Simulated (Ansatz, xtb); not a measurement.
# Relative energy of two isomers of CHF2Ge−

Structure I: `F/[CH]=[Ge-]/[F]`, a singlet. Structure II: `[CH-]=[Ge]([F])[F]`, a singlet. Both are isolated ions in the gas phase, relaxed with r2SCAN-D4/def2-SVPD.

Problem. Which of the two would you expect CCSD(T)/def2-SVPD + ΔMP2/def2-TZVPPD electronic energies to favour?

Solution. Structure I; the calculation gives E(II) − E(I) = +6.8 kcal/mol.

Level by level:

| level | geometry | E(II) − E(I) (kcal/mol) | departure from the last row (kcal/mol) | job, with rough time for the two |
| --- | --- | --- | --- | --- |
| GFN2-xTB | GFN2-xTB | +14.1 | +7.3 | optimisation, 0.24 s |
| HF/STO-3G | GFN2-xTB | +80.1 | +73.2 | single point, 0.48 s |
| r2SCAN-D4/def2-SVPD//GFN2-xTB | GFN2-xTB | +20.4 | +13.5 | single point, 3.1 s |
| r2SCAN-D4/def2-SVPD | r2SCAN-D4/def2-SVPD | +12.1 | +5.3 | optimisation, 35 s |
| HF/def2-SVPD | r2SCAN-D4/def2-SVPD | +19.9 | +13.1 | part of the CCSD(T) run |
| MP2/def2-SVPD | r2SCAN-D4/def2-SVPD | +5.3 | −1.5 | part of the CCSD(T) run |
| CCSD(T)/def2-SVPD | r2SCAN-D4/def2-SVPD | +9.5 | +2.7 | single point |
| CCSD(T)/def2-SVPD + ΔMP2/def2-TZVPPD | r2SCAN-D4/def2-SVPD | +6.8 |  | single point, 36 s |

As drawn, II has 1 F–Ge in place of 1 C–F.

The levels shown agree on the order. The largest departure from CCSD(T)/def2-SVPD + ΔMP2/def2-TZVPPD is that of HF/STO-3G, 73.2 kcal/mol. The last row adds to CCSD(T) the change of the MP2 difference between the two basis sets, here −2.7 kcal/mol.

With harmonic frequencies from r2SCAN-D4/def2-SVPD (ideal gas, rigid rotor, one conformer each, 298.15 K, 1 atm): the zero-point term adds −1.4 kcal/mol; ΔH is +5.7 and ΔG +5.3 kcal/mol.

The correlated steps freeze 12 core orbitals; the filled d shell of Ge is correlated, in a basis made for valence electrons. Programs: Ansatz 0.2.0, xtb 6.7.1; the last row on 2 threads of Intel(R) Xeon(R) Platinum 8259CL CPU @ 2.50GHz (Skylake/Cascade Lake) on a shared host.
